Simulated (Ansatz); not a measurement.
`N[Si@H](O)N[Si@@H](N)F` + NH₃ → `N[SiH](N)F` + `N[SiH](N)O`  (ligand exchange at the Si–N bond)

Gas-phase electronic energies from Ansatz, PBE0-D4/def2-TZVP geometries. CCSD(T)/CBS is the MP2 limit (def2-TZVPP, def2-QZVPP) plus CCSD(T) − MP2 in def2-TZVPP, frozen cores. This one scheme is used for every species. DFT in def2-TZVPP. One conformer a species, not always the lowest.

| level | ΔE (eV) |
| --- | --- |
| PBE-D4 | 0.21 |
| r2SCAN | 0.15 |

Task: What does CCSD(T)/CBS give? (Best estimate.)

Result: Ansatz gave: +0.16 eV. The listed levels differ from it by 0.05, -0.01 eV.

Largest T1 diagnostic among the species: 0.011.

In def2-TZVPP, CCSD(T) changes the Hartree–Fock value by +0.19 eV (the triples alone add +0.04 eV) and MP2 by +0.19 eV. The D4 term adds +0.12 eV with B3LYP and +0.07 eV with PBE0; it sums over pairs of atoms, weighted by their polarisabilities, and B3LYP, whose exchange is more repulsive, gets the larger term.

B3LYP here is the variant with VWN-RPA as its local correlation; programs differ in this.
